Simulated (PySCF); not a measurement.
## Calculated NMR parameters of 2-fluoropyridine

```
Formula                               : C5H4FN
SMILES                                : Fc1ccccn1
InChI                                 : InChI=1S/C5H4FN/c6-5-3-1-2-4-7-5/h1-4H
Point group of the computed structure : Cs
Degrees of unsaturation               : 4
Carbon signals                        : 5
Proton signals                        : 4
```

Atom-mapped SMILES (the numbers label the heavy atoms): `[F:1][c:2]1[cH:3][cH:4][cH:5][cH:6][n:7]1`. Hydrogens are named by the atom that carries them.

PySCF 2.14.0 with density-fitted response routines calculation with shielding tensors at PBE0/pcSseg-1 (GIAO) and geometry from GFN2-xTB; one computed conformer, no solvent, non-relativistic Hamiltonian.

Shifts are taken against calculated references (same method and geometry level): 1H and 13C vs TMS; CFCl3 for 19F; NH3 for 15N.

| carbon | δC, type | δH (multiplicity) | HMBC from (2–3 bonds) | span of the C tensor (ppm) |
| --- | --- | --- | --- | --- |
| C2 | 174.2, C | – | H(C6), H(C4), H(C3) | 156 |
| C3 | 114.5, CH | 7.04 (m) | H(C4), H(C5) | 184 |
| C4 | 146.3, CH | 8.03 (m) | H(C6), H(C5), H(C3) | 251 |
| C5 | 125.3, CH | 7.25 (m) | H(C6), H(C4), H(C3) | 230 |
| C6 | 155.1, CH | 8.65 (m) | H(C4), H(C5) | 215 |

Other nuclei:
```
atoms  nucleus                  environment  δ (ppm)  σ (ppm)
   F1      19F                aryl fluorine    -66.3    237.2
   N7      15N  pyridine-type ring nitrogen    318.9    -51.2
```

1. Carbon types of the structure: 1 × C, 4 × CH, which accounts for all hydrogens.
2. δC 174.2: aromatic carbon bearing fluorine; σ withdrawal by the attached heteroatom moves it downfield of the ring CH carbons.
3. δC 155.1: aromatic CH next to a ring nitrogen; the adjacent pyridine-type nitrogen withdraws density from it.
4. δC 146.3, 125.3, 114.5: aromatic CH.
5. δH 8.65: hydrogen on an aromatic CH next to a ring nitrogen; ring current plus the neighbouring ring nitrogen.
6. δH 8.03, 7.25, 7.04: hydrogen on an aromatic CH; ring-current deshielding.

Splittings by 19F in the carbon and heteronuclear signals aren't shown, as no couplings were computed. Shifts are as computed. Against solution values, carbons near 30 ppm lie about +3 ppm off and those near 130 ppm about +5 ppm. Of 246 compounds with measured shifts, 49 miss one by over three times the rms of a fit or turn the order of signals round; such compounds aren't used in these exercises. Unscaled 19F shifts against computed CFCl3 carry errors that often reach 10 to 50 ppm. Experimental scales use liquid or dissolved standards, which lie at an offset from isolated NH3 (liquid NH3: subtract about 20 ppm). Unscaled 15N shifts of sp2 nitrogen come out 20 to 40 ppm too high even then. Multiplicities follow the n + 1 count of equivalent neighbours, as no J values were calculated; m marks all less simple cases, F and P coupling included.
